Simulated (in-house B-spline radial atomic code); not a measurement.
Relativistic effects in the potassium ion K²⁺, [Ne] 3s2 3p5: non-relativistic Hartree-Fock (point nucleus) against Dirac-Hartree-Fock (Fermi nucleus of rms radius 3.4349 fm), both averages of the configuration, computed with an all-electron radial atomic-structure program (B-spline basis).

```json
{"orbital": "1s1/2", "ε NR (Eh)": "-134.4", "ε Dirac (Eh)": "-135.05", "<r> NR (bohr)": "0.08146", "<r> Dirac (bohr)": "0.08096", "change of <r> (%)": "-0.6"}
{"orbital": "2s1/2", "ε NR (Eh)": "-15.34", "ε Dirac (Eh)": "-15.456", "<r> NR (bohr)": "0.3861", "<r> Dirac (bohr)": "0.3837", "change of <r> (%)": "-0.6"}
{"orbital": "2p1/2", "ε NR (Eh)": "-12.369", "ε Dirac (Eh)": "?", "<r> NR (bohr)": "0.3496", "<r> Dirac (bohr)": "?", "change of <r> (%)": "?"}
{"orbital": "2p3/2", "ε NR (Eh)": "-12.369", "ε Dirac (Eh)": "-12.34", "<r> NR (bohr)": "0.3496", "<r> Dirac (bohr)": "0.3496", "change of <r> (%)": "0.0"}
{"orbital": "3s1/2", "ε NR (Eh)": "-2.4776", "ε Dirac (Eh)": "?", "<r> NR (bohr)": "1.244", "<r> Dirac (bohr)": "?", "change of <r> (%)": "?"}
{"orbital": "3p1/2", "ε NR (Eh)": "-1.7113", "ε Dirac (Eh)": "-1.719", "<r> NR (bohr)": "1.361", "<r> Dirac (bohr)": "1.355", "change of <r> (%)": "-0.4"}
{"orbital": "3p3/2", "ε NR (Eh)": "-1.7113", "ε Dirac (Eh)": "-1.7074", "<r> NR (bohr)": "1.361", "<r> Dirac (bohr)": "1.362", "change of <r> (%)": "+0.1"}
```

(1) What happens to 3s1/2?

(2) What happens to 2p1/2?

(3) What explains the pattern of contraction and expansion?

(4) By how much does the total energy change?

Answers

(1) Its energy goes to -2.492 hartree and <r> to 1.238 bohr (-0.44 %).

(2) Its energy goes to -12.449 hartree and <r> to 0.3473 bohr (-0.68 %).

(3) Expansion is seen in 3p3/2. The s and p1/2 orbitals contract directly, screen the nucleus better, and so push out orbitals that have little density near the nucleus; spin-orbit coupling adds to this for j = l + 1/2 and opposes it for j = l - 1/2.

(4) By -2.3611 hartree, from -597.892 to -600.253.
